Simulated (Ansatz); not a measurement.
Consider the formal exchange of groups at the Se–C bond: `C/C(O)=C\[SeH]` + `[CH3][GaH][F]` → `[CH3][Ga]([F])[SeH]` + `C=C(C)O`.

Calculated with Ansatz (gas phase, PBE0-D4/def2-TZVP geometries, no zero-point term in ΔE). CBS: MP2 limit from def2 TZ/QZ plus the TZ coupled-cluster correction, frozen cores. Functionals use def2-TZVPP. B3LYP here is the variant with VWN-RPA as its local correlation; programs differ in this. For Ga, Se outer-core shells are correlated without core-valence functions, which leaves a few kJ/mol of doubt a bond. Scalar relativity is left out up to krypton. Each species was taken in one conformer, which may not be the lowest.

(1) Is it downhill or uphill in electronic energy at CCSD(T)/CBS, and by how much? (An estimate is asked.)

(2) What do these levels give: r2SCAN-D4, PBE0-D4, ωB97X-V, ωB97M-V, B2PLYP, PBE0, B3LYP, HF/def2-TZVPP, CCSD/def2-TZVPP, CCSD(T)/def2-TZVPP, HF/def2-QZVPP, MP2/def2-QZVPP? (Best estimate.)

Largest T1 diagnostic among the species: 0.013.

## Answers

(1) Ansatz gave: Downhill: ΔE = -38.9 kcal/mol.

(2) Computed: r2SCAN-D4 -39.3, PBE0-D4 -38.3, ωB97X-V -37.5, ωB97M-V -37.9, B2PLYP -39.1, PBE0 -38.8, B3LYP -39.3, HF/def2-TZVPP -42.1, CCSD/def2-TZVPP -38.9, CCSD(T)/def2-TZVPP -38.3, HF/def2-QZVPP -41.7, MP2/def2-QZVPP -38.6 kcal/mol.

From PBE to PBE0 (25 % exact exchange), in def2-TZVPP and without D4, ΔE moves by −1.1 kcal/mol. In def2-TZVPP, CCSD(T) changes the Hartree–Fock value by +3.8 kcal/mol (the triples alone add +0.6 kcal/mol) and MP2 by +3.8 kcal/mol.
